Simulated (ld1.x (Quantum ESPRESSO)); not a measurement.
# Cutoff test, Sn (Z = 50), ultrasoft

- Element: Sn (Z = 50)
- Generator: ld1.x (Quantum ESPRESSO) 7.5
- Type: ultrasoft
- Functional: revPBE
- Relativity: fully relativistic
- Frozen core: [Kr] 4d10
- Valence charge: 4
- Reference configuration: 5s2 5p1 (charge +1)
- Partial waves: 5s (bound): rcut 1.55, rcutus 2.15 bohr; 5s channel at 0.15 Ry: rcut 1.55, rcutus 2.15 bohr; 5p (bound): rcut 2.40, rcutus 2.75 bohr; 5p channel at -0.1 Ry: rcut 2.40, rcutus 2.75 bohr; 5d channel at 0.4 Ry: rcut 1.65, rcutus 2.25 bohr; 5d channel at 1.5 Ry: rcut 1.65, rcutus 2.25 bohr
- Local potential: all-electron potential smoothed inside 2.20 bohr (lloc = -1)
- Core correction: none
- Augmentation charge: built from norm-conserving waves at rcut, not smoothed further

Open shells are filled in proportion to 2j + 1 (rel_dist='average').

The pseudo-atom Hamiltonian at the reference potential is diagonalised in spherical Bessel functions j_l(qr) that vanish at 20 bohr, with q² up to the cutoff. All-electron valence levels (Ry): 5s -1.3018, 5p1/2 -0.7762, 5p3/2 -0.7345.

How do the lowest levels (Ry) of each channel move with the cutoff, and are there ghosts?

```
cutoff (Ry)     s #1  p1/2 #1  p1/2 #2  p3/2 #1  d3/2 #1  d3/2 #2  d5/2 #1  d5/2 #2     f #1  Σ f·Δε (mRy)
          8  -1.3012  -0.7756  -0.2123  -0.7341  -0.2348  -0.0754  -0.2336  -0.0749  -0.0664           1.6
         10  -1.3015  -0.7760  -0.2123  -0.7344  -0.2348  -0.0754  -0.2336  -0.0749  -0.0664           0.7
         12  -1.3015  -0.7761  -0.2123  -0.7345  -0.2350  -0.0755  -0.2338  -0.0750  -0.0665           0.6
         15  -1.3016  -0.7761  -0.2124  -0.7345  -0.2356  -0.0757  -0.2346  -0.0753  -0.0665           0.4
        400  -1.3018  -0.7762  -0.2124  -0.7345  -0.2425  -0.0900  -0.2431  -0.0986  -0.0665           0.0
```

Result: no extra level below or beside the all-electron valence levels (s, p1/2, p3/2, d3/2, d5/2, f tested); 10 mRy is reached at 6 Ry and 1 mRy at 10 Ry.
